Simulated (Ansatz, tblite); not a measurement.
Cost and result up the ladder for the cluster B4F2 (6 atoms). Charge 0, multiplicity 1. Geometry: PBE-D4/def2-SVP.

```xyz
6

B     0.490    0.018   -1.348
B    -0.461    0.672   -0.021
B     0.461   -0.673    0.021
B    -0.490   -0.018    1.348
F    -0.659   -0.436    2.583
F     0.659    0.436   -2.583
```

Ansatz on 4 threads of Arm Neoverse V2 on a shared host; xTB runs through tblite on one thread. Times are rough, summed over both states, and most runs start from the orbitals of an earlier one. No level here is sound enough to serve as a yardstick. The other state is a doublet.

The xTB rows come from tblite. The structure comes from a short search, and lower isomers may exist.

Raw xTB energies of ions are shifted by several eV.

```csv
level,functions,wall time
GFN1-xTB,24,0.004 s
GFN2-xTB,24,0.004 s
PBE-D4/def2-TZVP,186,3.5 s
PBE0-D4/def2-TZVP (with forces),186,8.6 s
r2SCAN-D4/def2-TZVP,186,14 s
```

Problem. Estimate what each level gives for the vertical IE (eV).

Solution. 
```json
{"level": "GFN1-xTB", "vertical IE (eV)": "13.89", "remarks": "–"}
{"level": "GFN2-xTB", "vertical IE (eV)": "13.10", "remarks": "–"}
{"level": "PBE-D4/def2-TZVP", "vertical IE (eV)": "9.25", "remarks": "restricted SCF unstable in HF (singlet)"}
{"level": "PBE0-D4/def2-TZVP (with forces)", "vertical IE (eV)": "9.45", "remarks": "restricted SCF unstable in HF (singlet)"}
{"level": "r2SCAN-D4/def2-TZVP", "vertical IE (eV)": "9.27", "remarks": "restricted SCF unstable in HF (singlet)"}
```
